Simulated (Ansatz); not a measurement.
BH₂ClF₂, singlet: a saddle search.

Input (in.yaml):

```yaml
crystal:
  periodic: [false, false, false]
  atoms:
    - {symbol: B, position_ang: [-0.081800, -0.056400, -0.364900]}
    - {symbol: Cl, position_ang: [0.151300, 1.557500, 0.833300]}
    - {symbol: F, position_ang: [0.881100, -0.074900, -1.276200]}
    - {symbol: F, position_ang: [-1.342300, -0.130100, -0.769400]}
    - {symbol: H, position_ang: [0.252400, -0.190800, 1.086800]}
    - {symbol: H, position_ang: [0.139200, -1.105300, 0.490400]}
basis:
  gaussian: {orbitals: def2-SVP}
hamiltonian: {xc: pbe0, dispersion: d4}
saddle:
  max_steps: 30
  mode_guess:
    - [-0.0000, -0.0000, -0.0000]
    - [0.0000, -0.0000, 0.0000]
    - [-0.0000, 0.0000, -0.0000]
    - [-0.0000, 0.0000, -0.0000]
    - [0.0000, 0.0000, 0.0000]
    - [-0.0000, -0.0000, -0.0000]
```

Launched with

```bash
ansatz run in.yaml --threads 2 --pin off --events-out ev --progress --plain --max-ram 4352MiB
```

The run's output (Ansatz 0.2.0):

```
Error: invalid value for `saddle.mode_guess`: has no component on a free degree of freedom — its frozen components are dropped, and so is its uniform translation along each direction along which no atom is frozen; give the guess a component on an atom that moves relative to the others, or omit it for a random start direction
```

The run took about 0.05 s on 2 CPU threads of an AMD EPYC 7R43 (shared host).


The program refused the input. The guess of the mode is all zeros.